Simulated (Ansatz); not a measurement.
The same path of BH$_{6}$NO$_{2}$Si (11 atoms, charge 0, multiplicity 1) was run twice with different band settings. Lost on the way: B2–H7, N3–Si4. Made: B2–Si4, N3–H7.

Method: Ansatz, RKS revPBE-D4/def2-SVP.

Relaxed end points:

```xyz
11
Properties=species:S:1:pos:R:3
O -0.892 1.924 0.985
B -0.393 0.778 1.551
N 0.011 -0.388 0.800
Si 0.051 -0.636 -0.928
O 1.657 -0.670 -1.432
H -0.949 1.870 0.012
H -0.297 0.767 2.767
H 0.382 -1.151 1.375
H -0.708 0.524 -1.525
H -0.618 -1.928 -1.321
H 1.821 -1.146 -2.264
```

```xyz
11
Properties=species:S:1:pos:R:3
O 0.459 1.602 0.688
B -0.124 0.350 0.766
N -0.750 -0.055 1.967
Si 0.032 -0.737 -0.949
O 0.917 0.419 -1.855
H 0.847 1.718 -0.204
H -0.787 0.550 2.790
H -1.197 -0.959 2.098
H -1.267 -1.084 -1.651
H 0.794 -2.046 -0.859
H 1.142 0.185 -2.772
```

Common settings: movable images 5; climbing image yes; optimiser quadratic models (default); start path through a guess of the saddle point; force threshold 0.03 eV/Å; iteration limit 60; end points relaxed.

| run | spring |
| --- | --- |
| 1 | 5.0 eV/Å² |
| 2 | 2.0 to 10.0 eV/Å², energy-weighted |

Task: What does each run give, and how far can it be trusted?

Result: Run 1: not converged after 60 iterations, highest image 3.947 eV above the first end. The band didn't meet its force threshold, so its energies are provisional: the largest band force was still 4.95 eV/Å, and over the last iterations the top moved between 3.95 and 4.62 eV. Neighbouring images lie up to 2.5 Å apart, so the band is torn or far too coarse.
Run 2: converged after 49 iterations, highest image 3.707 eV above the first end. Neighbouring images differ by up to 2.1 eV, so the band resolves the path poorly. The order of the stationary point at the top wasn't checked.
The orbitals stay closed-shell, which can raise the energy where a bond breaks towards radicals; this wasn't checked here.
